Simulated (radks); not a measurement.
Values are calculated unless marked as measured or tabulated.
Coulomb parameter of the 4d shell of the ruthenium ion Ru2+ in the model configuration [Kr] 4d4.5 5p1.5, as a second difference U = [E(n + 0.25) + E(n - 0.25) - 2 E(n)] / (0.25)^2 with all orbitals relaxed. "Bare": the charge of the atom changes with n. "Screened": the 5p shell takes up the change at fixed total charge, which measures U(4d,4d) + U(5p,5p) - 2 U(4d,5p). Level of theory: scalar-relativistic Kohn-Sham, SCAN, spin-unpolarised, spherical densities, finite nucleus; meta-GGA in the generalised Kohn-Sham scheme; Fermi nuclear charge, rms radius 4.4809 fm (a radial shooting solver on a logarithmic mesh with Libxc functionals).

\begin{tabular}{lrr}
case & configuration & E - E(n) (eV) \\ \hline
start & [Kr] 4d4.5 5p1.5 & 0.000 \\
bare +0.25 & [Kr] 4d4.75 5p1.5 & -7.385 \\
bare -0.25 & [Kr] 4d4.25 5p1.5 & 8.137 \\
screened +0.25 & [Kr] 4d4.75 5p1.25 & -3.690 \\
screened -0.25 & [Kr] 4d4.25 5p1.75 & 3.843 \\
\end{tabular}

U(bare) = 12.019 eV, U(screened by 5p) = 2.444 eV, against the Slater integral F0(4d,4d) = 17.219 eV with frozen orbitals.
